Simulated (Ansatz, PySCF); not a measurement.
CH10N2O2Si2 (SMILES C[Si](O)(O)N[SiH2]N), singlet, geometry from GFN2-xTB, with bond 10-2 at 2.4 times its length. Base run: CASSCF(6,4)/STO-3G run with PySCF.

Input for PySCF:
```python
from pyscf import gto, scf, mcscf
import numpy

mol = gto.Mole()
mol.atom = '''
    Si   -1.12977562   -0.11644705   -0.29551750
    C    -2.39438437   -1.21694902    0.57951763
    O    -1.39204134    1.49053429   -0.14137528
    O    -1.28395285   -0.41260025   -1.88652558
    N     0.45133255   -0.46053147    0.32462868
    Si    1.82109848    0.58416455    0.33147900
    N     3.09397312   -0.38520642    0.97805511
    H    -2.30158079   -2.24725020    0.25615780
    H    -3.40366064   -0.89329890    0.35009421
    H    -2.10133544   -1.16253543    3.16671415
    H    -1.26002455    1.89463338    0.71022268
    H    -1.03117175    0.26603705   -2.50710465
    H     0.60213766   -1.38708499    0.68302188
    H     2.03977908    1.11951196   -1.02280580
    H     1.66010615    1.69079842    1.28385895
    H     3.27838398   -1.27562331    0.54387336
    H     3.96691160    0.07689535    1.16901915
'''
mol.basis = 'sto-3g'
mol.verbose = 4
mol.build()

mf = scf.RHF(mol)
mf.kernel()
mc = mcscf.CASSCF(mf, 4, 6)
mc.fix_spin_(ss=0.0)
mc.kernel()
occ = numpy.linalg.eigvalsh(mc.fcisolver.make_rdm1(mc.ci, mc.ncas, mc.nelecas))[::-1]
ss = mc.fcisolver.spin_square(mc.ci, mc.ncas, mc.nelecas)[0]
print('natural occupations', occ.round(4), ' <S^2>', round(ss, 4))
```

Programs used: Ansatz (a program for electronic structure), PySCF; a row that names a program was run with it.

The base run was repeated with changes; each row names its change, and settings that it needs were set with it.

| change | ΔE vs base (kcal/mol) | natural occupations | <S^2> of the state |
|---|---|---|---|
| base | 0.000 | 2.00 2.00 1.31 0.69 | 0.00 |
| orbitals = fixed (CASCI); correction = SC-NEVPT2 | -164.6 | 2.00 2.00 1.32 0.68 | 0.00 |
| code = ansatz; correction = SC-NEVPT2, all electrons | -163.2 | - | - |
| active space = 8 electrons, 8 orbitals | -24.40 | 1.99 1.99 1.98 1.31 0.69 0.02 0.02 0.01 | 0.00 |
| fix_spin_ = off | 0.000 | 2.00 2.00 1.31 0.69 | 0.00 |
| conv_tol = 1e-5 | 0.037 | 2.00 2.00 1.31 0.69 | 0.00 |
| start = MP2 natural orbitals | -0.007 | 2.00 2.00 1.31 0.69 | 0.00 |
| code = ansatz | 0.012 | - | - |
| active space = 6 electrons, 7 orbitals | -14.35 | 1.99 1.98 1.31 0.69 0.02 0.01 0.00 | 0.00 |
| active space = 8 electrons, 6 orbitals | -9.27 | 2.00 2.00 1.98 1.32 0.68 0.02 | 0.00 |
| orbitals = fixed (CASCI) | 5.69 | 2.00 2.00 1.32 0.68 | 0.00 |

Active orbitals are taken around the Fermi level unless the row says otherwise; CASSCF can end in different local minima, and two programs can end on different orbitals. State-averaged rows give the lowest state.

Ansatz warned in this series: the state or the total is in doubt.
